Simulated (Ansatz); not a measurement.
Program: Ansatz. Geometries: PBE0-D4/def2-TZVP. ΔE: electronic, gas phase. CBS: MP2 limit from def2 TZ/QZ plus the TZ coupled-cluster correction, frozen cores. This one scheme is used for every species. Functionals use def2-TZVPP. One conformer a species, not always the lowest.

Consider the ligand exchange at the Al–C bond: `C[CH2][Al]([OH])[OH]` + HCl → `[OH][Al]([OH])[Cl]` + ethane.

```csv
level,ΔE (eV)
LDA (SPW92),-1.65
r2SCANh-D4,-1.84
r2SCAN0-D4,-1.86
r2SCANh,-1.85
BHLYP,-1.90
CAM-B3LYP,-1.81
RPA@PBE/def2-TZVPP,-1.71
CCSD/def2-TZVPP,-1.80
```

**Question.** What does CCSD(T)/CBS give? (An estimate is asked.)

**Answer.** Computed: -1.78 eV. The listed levels differ from it by 0.13, -0.06, -0.08, -0.07, -0.12, -0.03, 0.07, -0.02 eV.

**Question.** What do rigid-rotor, harmonic-oscillator terms from PBE0-D4/def2-TZVP frequencies (298.15 K, 1 bar) make of the CCSD(T)/CBS value? (Estimate.)

**Answer.** Computed: ΔZPE = +0.13 eV, ΔH = -1.68 eV, ΔS = -14 J/(mol·K), ΔG = -1.64 eV. Modes under 50 cm⁻¹ make the entropy rough.

Largest T1 diagnostic among the species: 0.011.

From BLYP to BHLYP (50 % exact exchange), in def2-TZVPP and without D4, ΔE moves by −0.12 eV. In def2-TZVPP, CCSD(T) changes the Hartree–Fock value by +0.25 eV (the triples alone add +0.03 eV) and MP2 by +0.21 eV. Leaving LDA and LC-ωPBE aside and taking each functional with its dispersion term where it has one, the values, not all of them listed here, spread over 0.17 eV, from BHLYP-D4 to PBE-D4. LDA lies +0.07 eV from PBE without D4.
